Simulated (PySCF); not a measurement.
A GIAO shielding run with PySCF 2.14.0 with density-fitted response routines (density fitting, non-relativistic, gas phase) on `[C@@H]1(CCC)CC[SiH2]1`, C6H14Si:

```
$ OMP_NUM_THREADS=1 python probes_run.py task.json out

{"job": {"kind": "nmr", "xc": "PBE0", "basis": "pcSseg-1"}, "charge": 0, "multiplicity": 1}
C      3.116933     0.352722     0.380527
C      1.823958     0.049394    -0.366980
C      0.665992    -0.228069     0.591445
C     -0.622391    -0.590647    -0.133582
C     -1.265176     0.544031    -0.962672
C     -2.743006     0.358752    -0.562128
Si    -2.244106    -0.800313     0.871964
H      3.404259    -0.494054     1.000822
H      2.991544     1.220513     1.025093
H      3.925873     0.557740    -0.317333
H      1.568428     0.894825    -1.009172
H      1.973347    -0.820819    -1.011051
H      0.497637     0.654977     1.213299
H      0.945546    -1.049533     1.257173
H     -0.423403    -1.453817    -0.774737
H     -1.087262     0.464550    -2.035199
H     -0.896958     1.514511    -0.630786
H     -3.315714    -0.134355    -1.345599
H     -3.254559     1.288491    -0.323725
H     -2.843536    -2.133111     0.934990
H     -2.226326    -0.178845     2.197181
```

Hardware: 1 thread of an Intel Xeon, shared host. The job also computes population analyses, field gradients, ring-centre shieldings.

Task: How large is the calculation?

Result: 64 electrons, 196 basis functions and 1035 auxiliary functions.

Task: How long does it take, and how much memory does it need?

Result: 55 s of wall time, with 12 SCF cycles and 4 response iterations; peak memory 0.87 GiB. Times on a shared host scatter by some tens of per cent.
